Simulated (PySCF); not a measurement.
Computed shifts of a molecule CH10FNSi3, HF/pcSseg-1 in PySCF, GIAO, gas phase, atoms alike by connectivity averaged where their shifts nearly agree, in ppm (number of nuclei): ¹⁹F: -174.7 (1). ²⁹Si: -2.4 (1), -28.2 (1), -51.2 (1). ¹³C: 3.6 (1). ¹⁵N: -0.1 (1). ¹H: 4.97 (1), 4.87 (1), 4.72 (2), 4.56 (3), 0.69 (1), 0.02 (1), -0.12 (1). References: ¹⁹F against CFCl3 (σ = 238.5 ppm); ²⁹Si against TMS (σ = 393.8 ppm); ¹³C against TMS (σ = 192.6 ppm); ¹⁵N against NH3 (σ = 267.3 ppm); ¹H against TMS (σ = 31.99 ppm), references at their B3LYP-D3(BJ)/def2-TZVP geometries, non-relativistic. Geometry optimised at r2SCAN-D4/def2-SVP. One conformer was computed; it need not be the lowest.

Q: Which molecule gave these data?
(A) F[SiH2]C[SiH2]N[SiH3]
(B) C[Si@H](N[SiH3])[SiH2]F
(C) C[Si@H](F)N[SiH2][SiH3]
(D) F[Si@@H](C[SiH3])N[SiH3]

A: A, F[SiH2]C[SiH2]N[SiH3]
